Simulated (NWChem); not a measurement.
# sulfur tetrafluoride (SF$_{4}$); SMILES FS(F)(F)F

Computed with NWChem. Coordinates come from a PBE0/def2-SVP optimisation. Ions are spin-unrestricted doublets at the neutral geometry; other ion states weren't tried. Functional: LC-ωPBE (HJS hole) with def2-SVP; the question gives the range parameter ω in 1/bohr.

Question: Estimate the computed values for range parameter (1/bohr) 0.80. Quantities: vertical ionisation energy, ΔSCF (eV); −ε(HOMO) (eV).

Answer: The vertical ionisation energy, ΔSCF (eV) is 13.57. The −ε(HOMO) (eV) is 14.26.
